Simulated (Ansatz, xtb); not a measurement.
# Relative energy of two structures of HNOSSi

Structure I: a singlet given by its coordinates. Structure II: a triplet given by its coordinates. Both are isolated molecules in the gas phase, relaxed with B3LYP/6-31G*.

I (Å):

```xyz
5

N    -0.8171   -0.0767    0.8161
O    -2.1151    0.2898   -1.9729
S     0.3064    1.4327    0.2427
Si   -1.2073    0.4616   -0.7611
H    -0.2285   -0.9002    0.9582
```

Close contacts (Å): N1–S3 1.97, N1–Si4 1.71, O2–Si4 1.52, S3–Si4 2.06, N1–H5 1.02.

II (Å):

```xyz
5

N    -0.5849    0.9288    0.4838
O    -1.2183   -0.9570   -1.2388
S    -0.3462    2.0083    1.5921
Si   -0.0182    0.1766   -1.0132
H    -1.9278   -0.9867   -0.5747
```

Close contacts (Å): N1–S3 1.57, N1–Si4 1.77, O2–Si4 1.67, O2–H5 0.97.

Q: Which of the two would you expect CCSD(T)/def2-TZVPP electronic energies to favour?

A: Structure I; the calculation gives E(II) − E(I) = +0.271 eV.

Level by level:

```json
{"level": "B3LYP/6-31G*", "geometry": "B3LYP/6-31G*", "E(II) − E(I) (eV)": "−0.097", "departure from the last row (eV)": "−0.368", "job, with rough time for the two": "optimisation, 67 s"}
{"level": "HF/def2-TZVPP", "geometry": "B3LYP/6-31G*", "E(II) − E(I) (eV)": "−0.768", "departure from the last row (eV)": "−1.039", "job, with rough time for the two": "part of the CCSD(T) run"}
{"level": "MP2/def2-TZVPP", "geometry": "B3LYP/6-31G*", "E(II) − E(I) (eV)": "+0.613", "departure from the last row (eV)": "+0.342", "job, with rough time for the two": "part of the CCSD(T) run"}
{"level": "CCSD(T)/def2-TZVPP", "geometry": "B3LYP/6-31G*", "E(II) − E(I) (eV)": "+0.271", "departure from the last row (eV)": "", "job, with rough time for the two": "single point, 11 min"}
```

B3LYP/6-31G*, HF/def2-TZVPP put the two in the other order. The largest departure from CCSD(T)/def2-TZVPP is that of HF/def2-TZVPP, 1.039 eV. Levels run at GFN2-xTB geometries aren't shown. The triplet state of II needn't be its ground state.

With harmonic frequencies from B3LYP/6-31G* (ideal gas, rigid rotor, one conformer each, 298.15 K, 1 atm): on the last row, ΔE + ΔZPE = +0.236, ΔH = +0.253, ΔG = +0.177 eV.

Open shells are spin-unrestricted. The correlated steps freeze 12 core orbitals. ΔG holds the spin degeneracy. Mirror images aren't counted in ΔG. Run with Ansatz 0.2.0; the last row on 1 thread of Arm Neoverse V1 on a shared host.
